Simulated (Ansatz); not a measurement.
Reactions of C3H3ClO, SMILES `C=C=C(O)Cl`.

Program: Ansatz. Geometries: PBE0-D4/def2-TZVP. ΔE: electronic, gas phase. CCSD(T)/CBS adds triple-zeta CCSD(T) − MP2 to the extrapolated MP2 energy (def2 sets, frozen cores). This one scheme is used for every species, atoms too. Functionals use def2-TZVPP. No spin–orbit coupling; open shells (•) take unrestricted orbitals. Spin–orbit coupling would lower the free atoms: a little for C, Cl, O. Each species was taken in one conformer, which may not be the lowest.

```tsv
reaction	revPBE-D4 (eV)	B97M-V (eV)	CCSD(T)/CBS(def2) (eV)
`C=C=C(O)Cl` → `CC(Cl)=C=O`	-0.93	-0.93	-0.85
`C=C=C(O)Cl` + H–F → `C=C=C(F)Cl` + H₂O	0.19	0.12	0.21
`C=C=C(O)Cl` → `ClC1=CCO1`	-0.03	-0.04	-0.03
`C=C=C(O)Cl` → `C=CC(=O)Cl`	-1.58	-1.60	-1.55
`C=C=C(O)Cl` + `O[SiH3]` → `C=C=C(Cl)O[SiH3]` + H₂O	-0.01	0.04	-0.03
`C=C=C(O)Cl` + H–F → `C=C=C(O)F` + HCl	0.13	-0.04	0.15
`C=C=C(O)Cl` + H₂ → `C=C=CO` + HCl	-0.72	-0.89	-0.91
`C=C=C(O)Cl` → 3 C• + Cl• + 3 H• + O•	34.33	33.97	33.71
```

Largest T1 diagnostic: 0.015, for `C=CC(=O)Cl`.
